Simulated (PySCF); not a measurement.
**Correlation energy of La (lanthanum, neutral)**

Starting occupation: [Xe] 5d1 6s2, 5d3/2 with m_j = +3/2. All numbers are calculated (PySCF 2.14, X2C-1e with screened-nucleus spin-orbit coupling, Gaussian nucleus, in x2c-TZVPall-2c with one added diffuse shell each of s, p, d type (12s12p11d2f, 117 functions)). Frozen: [Ar] 3d10; 29 electrons correlated; the 18 highest virtual spinors left out.

MP2 pair energies summed by pair of shells (mhartree):

```json
{"pair": "4d-4d", "energy": "-223.75", "share (%)": "30.4"}
{"pair": "4d-5p", "energy": "-129.50", "share (%)": "17.6"}
{"pair": "5p-5p", "energy": "-93.07", "share (%)": "12.7"}
{"pair": "4d-4p", "energy": "-66.56", "share (%)": "9.1"}
{"pair": "5p-6s", "energy": "-34.36", "share (%)": "4.7"}
{"pair": "4d-5s", "energy": "-26.80", "share (%)": "3.6"}
{"pair": "5p-5s", "energy": "-25.14", "share (%)": "3.4"}
{"pair": "5d-5p", "energy": "-23.45", "share (%)": "3.2"}
{"pair": "4p-4p", "energy": "-23.14", "share (%)": "3.1"}
{"pair": "4d-4s", "energy": "-18.76", "share (%)": "2.6"}
{"pair": "4p-5p", "energy": "-10.78", "share (%)": "1.5"}
{"pair": "4p-4s", "energy": "-9.43", "share (%)": "1.3"}
{"pair": "4p-5s", "energy": "-8.06", "share (%)": "1.1"}
{"pair": "6s-6s", "energy": "-7.75", "share (%)": "1.1"}
{"pair": "5d-6s", "energy": "-7.59", "share (%)": "1.0"}
{"pair": "4d-6s", "energy": "-7.27", "share (%)": "1.0"}
{"pair": "5s-5s", "energy": "-5.09", "share (%)": "0.7"}
{"pair": "4d-5d", "energy": "-4.25", "share (%)": "0.6"}
{"pair": "4s-5p", "energy": "-2.35", "share (%)": "0.3"}
{"pair": "5s-6s", "energy": "-2.11", "share (%)": "0.3"}
{"pair": "4s-4s", "energy": "-1.87", "share (%)": "0.3"}
{"pair": "5d-5s", "energy": "-1.75", "share (%)": "0.2"}
{"pair": "4p-6s", "energy": "-0.87", "share (%)": "0.1"}
{"pair": "4s-5s", "energy": "-0.74", "share (%)": "0.1"}
{"pair": "4p-5d", "energy": "-0.64", "share (%)": "0.1"}
{"pair": "4s-5d", "energy": "-0.12", "share (%)": "0.0"}
{"pair": "4s-6s", "energy": "-0.11", "share (%)": "0.0"}
```

Total MP2 correlation energy: -735.32 mhartree.

The GHF reference relaxed away from the jj start to a determinant that is no pure jj level (⟨S²⟩ = 1.77, ⟨J²⟩ = 3.78); the energies belong to that determinant.

This basis was not built for core-valence correlation, so the inner-shell part is incomplete.
